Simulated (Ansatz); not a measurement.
Gas-phase reaction in SMILES: [CH3][Ge]([F])([F])[F] [trifluoro(methyl)germane] → [CH2][Ge]([F])([F])[F] + H atom (the C-H bond at the site shown breaks; other sites are not compared here)
Geometries: B3LYP-D3(BJ)/def2-TZVP minima from Ansatz (a quantum-chemistry and plane-wave program), one conformer each, not searched for the lowest.

Wanted: bond dissociation energy (electronic energy difference), in kJ/mol. Valence correlation only, unless marked. Open shells are spin-unrestricted. No spin-orbit coupling. The frozen core is the preceding noble-gas configuration, with the filled d and f shells of earlier blocks. No relativistic terms. CBS marks a two-point X^-3 extrapolation of the correlation energy; Hartree-Fock from the larger set.

```json
[
 {"level": "BLYP/def2-TZVPD", "program": "Ansatz", "bond dissociation energy (kJ/mol)": "456.6"},
 {"level": "B3LYP-D4/def2-TZVPD", "program": "Ansatz + dftd4", "bond dissociation energy (kJ/mol)": "463.1"},
 {"level": "PBE0-D4/def2-TZVPD", "program": "Ansatz + dftd4", "bond dissociation energy (kJ/mol)": "456.2"},
 {"level": "r2SCAN0/def2-TZVPD", "program": "Ansatz", "bond dissociation energy (kJ/mol)": "447.9"},
 {"level": "wB97M-V/def2-TZVPD", "program": "Ansatz", "bond dissociation energy (kJ/mol)": "469.8"},
 {"level": "PBE-QIDH/def2-TZVPD", "program": "Ansatz", "bond dissociation energy (kJ/mol)": "456.5"},
 {"level": "MP2/cc-pVDZ", "program": "Ansatz", "bond dissociation energy (kJ/mol)": "444.5"},
 {"level": "CCSD/6-31G", "program": "Ansatz", "bond dissociation energy (kJ/mol)": "419.1"},
 {"level": "CCSD/cc-pVQZ", "program": "Ansatz", "bond dissociation energy (kJ/mol)": "461.2"},
 {"level": "CCSD(T)/CBS(cc-pVTZ,cc-pVQZ)", "program": "Ansatz", "bond dissociation energy (kJ/mol)": "468.9"}
]
```
